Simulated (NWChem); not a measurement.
System: TiH3Cl; SMILES [TiH3][Cl]

The following NWChem deck was run.

```
start job
memory heap 200 mb stack 900 mb global 1100 mb
geometry units angstroms noautoz
  Ti     0.000000     0.000000     0.834270
  Cl     0.000000     0.000000    -1.323317
  H      1.485599    -0.639745     1.354942
  H     -0.188764     1.606439     1.354942
  H     -1.296835    -0.966694     1.354942
end
basis spherical
  Ti library def2-svp
  Cl library def2-svp
  H library def2-svp
end
dft
  xc b3lyp
  iterations 150
  mulliken
end
task dft energy
```

NWChem printed, in part:

```
             Northwest Computational Chemistry Package (NWChem) 7.3.0
             --------------------------------------------------------

 C3V symmetry detected

                             Geometry "geometry" -> ""
                             -------------------------

 Output coordinates in angstroms (scale by  1.889725989 to convert to a.u.)

  No.       Tag          Charge          X              Y              Z
 ---- ---------------- ---------- -------------- -------------- --------------
    1 Ti                  22.0000     0.00000000     0.00000000     0.83611817
    2 Cl                  17.0000     0.00000000     0.00000000    -1.32146883
    3 H                    1.0000     1.14373908     1.14373908     1.35679017
    4 H                    1.0000    -1.56237664     0.41863756     1.35679017
    5 H                    1.0000     0.41863756    -1.56237664     1.35679017

 Effective nuclear repulsion energy (a.u.)     121.4747476558

      Symmetry information
      --------------------

 Group name             C3v
 Group number             17
 Group order               6
 No. of unique centers     3

                                 NWChem DFT Module
                                 -----------------

 Summary of "ao basis" -> "ao basis" (spherical)
 ------------------------------------------------------------------------------
       Tag                 Description            Shells   Functions and Types
 ---------------- ------------------------------  ------  ---------------------
 Ti                         def2-svp                11       31   5s3p2d1f
 Cl                         def2-svp                 8       18   4s3p1d
 H                          def2-svp                 3        5   2s1p

      Symmetry analysis of basis
      --------------------------

        a1         24
        a2          2
        e          38

  Rotation of axis

            General Information
            -------------------
          SCF calculation type: DFT
          Wavefunction type:  closed shell.
          No. of atoms     :     5
          No. of electrons :    42
           Alpha electrons :    21
            Beta electrons :    21
          Charge           :     0
          Spin multiplicity:     1
          Use of symmetry is: on ; symmetry adaption is: on
          Maximum number of iterations: 150
          AO basis - number of functions:    64
                     number of shells:    28
          Convergence on energy requested:  1.00D-06
          Convergence on density requested:  1.00D-05
          Convergence on gradient requested:  5.00D-04

              XC Information
              --------------
                         B3LYP Method XC Potential
                     Hartree-Fock (Exact) Exchange  0.200
                        Slater Exchange Functional  0.800 local
                    Becke 1988 Exchange Functional  0.720 non-local
              Lee-Yang-Parr Correlation Functional  0.810
                  VWN I RPA Correlation Functional  0.190 local

             Grid Information
             ----------------
          Grid used for XC integration:  medium
          Radial quadrature: Mura-Knowles
          Angular quadrature: Lebedev.
          Tag              B.-S. Rad. Rad. Pts. Rad. Cut. Ang. Pts.
          ---              ---------- --------- --------- ---------
          Ti                  1.40      112          10.0       590
          Cl                  1.00       88           9.0       590
          H                   0.35       45           9.0       434
          Grid pruning is: on
          Number of quadrature shells:   245
          Spatial weights used:  Erf1

      Superposition of Atomic Density Guess
      -------------------------------------

 Sum of atomic energies:       -1309.07990281

      Non-variational initial energy
      ------------------------------

 Total energy =   -1308.862781
 1-e energy   =   -2040.659204
 2-e energy   =     610.321675
 HOMO         =      -0.313159
 LUMO         =       0.032555

      Symmetry analysis of molecular orbitals - initial
      -------------------------------------------------

  Numbering of irreducible representations:

     1 a1          2 a2          3 e

  Orbital symmetries:

     1 a1          2 a1          3 a1          4 e           5 e
     6 a1          7 a1          8 a1          9 e          10 e
    11 a1         12 a1         13 e          14 e          15 a1
    16 a1         17 e          18 e          19 a1         20 e
    21 e          22 e          23 e          24 a1         25 e
    26 e          27 a1         28 a1         29 a1         30 e
    31 e

     ---------------------------------------------
      Total Density - Mulliken Population Analysis
     ---------------------------------------------

    Atom       Charge   Shell Charges
 -----------   ------   -------------------------------------------------------
    1 Ti  22    20.09   2.00  2.00  2.00  0.75  0.05  6.00  5.99  0.47  0.35  0.46  0.01
    2 Cl  17    17.58   2.00  1.99  1.24  0.71  5.95  2.25  3.44  0.01
    3 H    1     1.44   0.81  0.64  0.00
    4 H    1     1.44   0.81  0.64  0.00
    5 H    1     1.44   0.81  0.64  0.00

   convergence    iter        energy       DeltaE   RMS-Dens  Diis-err
 ---------------- ----- ----------------- --------- --------- ---------
 d= 0,ls=0.0,diis     1  -1310.8362362987 -1.43D+03  7.62D-02  1.29D+00
 d= 0,ls=0.0,diis     2  -1294.6486691121  1.62D+01  5.18D-02  9.54D+01
 d= 0,ls=0.0,diis     3  -1309.5286413885 -1.49D+01  9.41D-03  1.59D+01
 d= 0,ls=0.0,diis     4  -1309.0436419689  4.85D-01  2.28D-03  2.31D+01
 d= 0,ls=0.0,diis     5  -1309.1721946573 -1.29D-01  2.19D-02  2.17D+01
 d= 0,ls=0.0,diis     6  -1311.1185224210 -1.95D+00  4.57D-03  7.35D-01
 d= 0,ls=0.0,diis     7  -1311.2001179030 -8.16D-02  2.63D-03  1.57D-01
  Resetting Diis
 d= 0,ls=0.0,diis     8  -1311.2208401395 -2.07D-02  1.38D-03  1.65D-02
 d= 0,ls=0.0,diis     9  -1311.2235060958 -2.67D-03  8.46D-05  2.46D-05
 d= 0,ls=0.0,diis    10  -1311.2235083825 -2.29D-06  4.21D-05  1.16D-05
 d= 0,ls=0.0,diis    11  -1311.2235090587 -6.76D-07  2.50D-05  3.46D-06
 d= 0,ls=0.0,diis    12  -1311.2235095596 -5.01D-07  1.03D-05  4.73D-07
 d= 0,ls=0.0,diis    13  -1311.2235096530 -9.34D-08  3.32D-06  3.10D-08

         Total DFT energy =    -1311.223509652960
      One electron energy =    -2041.073243659870
           Coulomb energy =      679.724668261553
    Exchange-Corr. energy =      -71.349681910473
 Nuclear repulsion energy =      121.474747655829

 Numeric. integr. density =       42.000011246149

                  Occupations of the irreducible representations
                  ----------------------------------------------

                     irrep           alpha         beta
                     --------     --------     --------
                     a1               11.0         11.0
                     a2                0.0          0.0
                     e                10.0         10.0

                       DFT Final Molecular Orbital Analysis
                       ------------------------------------

 Vector   19  Occ=2.000000D+00  E=-3.405809D-01  Symmetry=a1
              MO Center=  2.3D-14, -1.3D-13,  1.2D+00, r^2= 3.0D+00
   Bfn.  Coefficient  Atom+Function         Bfn.  Coefficient  Atom+Function
  ----- ------------  ---------------      ----- ------------  ---------------
     4      0.407961  1 Ti s                  3     -0.309724  1 Ti s
    50      0.250090  3 H  s                 55      0.250090  4 H  s
    60      0.250090  5 H  s                 17     -0.248416  1 Ti d  0
    51      0.133272  3 H  s                 56      0.133272  4 H  s
    61      0.133272  5 H  s                 11     -0.106848  1 Ti pz

 Vector   20  Occ=2.000000D+00  E=-3.226692D-01  Symmetry=e
              MO Center= -5.0D-01, -2.6D-01,  1.2D+00, r^2= 2.3D+00
   Bfn.  Coefficient  Atom+Function         Bfn.  Coefficient  Atom+Function
  ----- ------------  ---------------      ----- ------------  ---------------
    19      0.344537  1 Ti d  2              55      0.329378  4 H  s
    60     -0.276742  5 H  s                 56      0.233930  4 H  s
    61     -0.196547  5 H  s                 18      0.180536  1 Ti d  1
     9      0.152126  1 Ti px                24      0.148190  1 Ti d  2
    16      0.133327  1 Ti d -1              10     -0.112346  1 Ti py

 Vector   21  Occ=2.000000D+00  E=-3.226692D-01  Symmetry=e
              MO Center=  5.0D-01,  2.6D-01,  1.2D+00, r^2= 2.3D+00
   Bfn.  Coefficient  Atom+Function         Bfn.  Coefficient  Atom+Function
  ----- ------------  ---------------      ----- ------------  ---------------
    50      0.349944  3 H  s                 15      0.344537  1 Ti d -2
    51      0.248536  3 H  s                 60     -0.220556  5 H  s
    16      0.180536  1 Ti d -1              61     -0.156643  5 H  s
    10     -0.152126  1 Ti py                20      0.148190  1 Ti d -2
    18     -0.133327  1 Ti d  1              55     -0.129388  4 H  s

 Vector   22  Occ=0.000000D+00  E=-1.234948D-01  Symmetry=e
              MO Center= -3.3D-02, -2.3D-02,  7.9D-01, r^2= 1.1D+00
   Bfn.  Coefficient  Atom+Function         Bfn.  Coefficient  Atom+Function
  ----- ------------  ---------------      ----- ------------  ---------------
    15      0.480751  1 Ti d -2              16     -0.456717  1 Ti d -1
    18      0.380668  1 Ti d  1              20      0.233484  1 Ti d -2
    21     -0.228911  1 Ti d -1              23      0.190794  1 Ti d  1
    43     -0.125088  2 Cl py                42     -0.104260  2 Cl px
    40     -0.082873  2 Cl py                13     -0.075958  1 Ti py

 Vector   23  Occ=0.000000D+00  E=-1.234948D-01  Symmetry=e
              MO Center=  3.3D-02,  2.3D-02,  7.9D-01, r^2= 1.1D+00
   Bfn.  Coefficient  Atom+Function         Bfn.  Coefficient  Atom+Function
  ----- ------------  ---------------      ----- ------------  ---------------
    19     -0.480751  1 Ti d  2              18      0.456717  1 Ti d  1
    16      0.380668  1 Ti d -1              24     -0.233484  1 Ti d  2
    23      0.228911  1 Ti d  1              21      0.190794  1 Ti d -1
    42     -0.125088  2 Cl px                43      0.104260  2 Cl py
    39     -0.082873  2 Cl px                12     -0.075958  1 Ti px

 Vector   24  Occ=0.000000D+00  E=-1.059248D-01  Symmetry=a1
              MO Center= -1.6D-15,  1.0D-14,  1.0D+00, r^2= 2.1D+00
   Bfn.  Coefficient  Atom+Function         Bfn.  Coefficient  Atom+Function
  ----- ------------  ---------------      ----- ------------  ---------------
    17      0.684525  1 Ti d  0              14      0.410013  1 Ti pz
    22      0.286628  1 Ti d  0              44     -0.208332  2 Cl pz
    11     -0.205016  1 Ti pz                41     -0.149513  2 Cl pz
     5      0.142730  1 Ti s                 38     -0.082904  2 Cl pz
    34     -0.071563  2 Cl s                  8      0.060518  1 Ti pz

     ---------------------------------------------
      Total Density - Mulliken Population Analysis
     ---------------------------------------------

    Atom       Charge   Shell Charges
 -----------   ------   -------------------------------------------------------
    1 Ti  22    21.33   2.00  2.00  2.00  0.70 -0.06  6.00  6.01  0.44  1.40  0.82  0.02
    2 Cl  17    17.18   2.00  1.98  1.28  0.67  5.93  2.15  3.15  0.01
    3 H    1     1.16   0.72  0.44  0.01
    4 H    1     1.16   0.72  0.44  0.01
    5 H    1     1.16   0.72  0.44  0.01

     -------------------------------------------
      Total Density - Lowdin Population Analysis
     -------------------------------------------

    Atom       Charge   Shell Charges
 -----------   ------   -------------------------------------------------------
    1 Ti  22    21.77   2.00  2.00  1.94  0.47  0.16  5.99  5.84  0.83  1.27  1.23  0.04
    2 Cl  17    16.90   2.00  1.96  1.04  0.77  5.82  2.26  3.05  0.01
    3 H    1     1.11   0.63  0.47  0.02
    4 H    1     1.11   0.63  0.47  0.02
    5 H    1     1.11   0.63  0.47  0.02

     Multipole analysis of the density
     ---------------------------------

     L   x y z        total         alpha         beta         nuclear
     -   - - -        -----         -----         ----         -------
     0   0 0 0     -0.000000    -21.000000    -21.000000     42.000000

     1   1 0 0      0.000000      0.000000      0.000000      0.000000
     1   0 1 0     -0.000000     -0.000000     -0.000000      0.000000
     1   0 0 1      0.200679      0.100339      0.100339     -0.000000

     2   2 0 0    -25.688627    -19.851487    -19.851487     14.014346
     2   1 1 0     -0.000000     -0.000000     -0.000000     -0.000000
     2   1 0 1     -0.000000     -0.000000     -0.000000      0.000000
     2   0 2 0    -25.688627    -19.851487    -19.851487     14.014346
     2   0 1 1     -0.000000     -0.000000     -0.000000      0.000000
     2   0 0 2    -24.463623   -102.560911   -102.560911    180.658199
```

Level: B3LYP/def2-SVP. Geometry: optimised at PBE-D3(BJ)/def2-SVP.
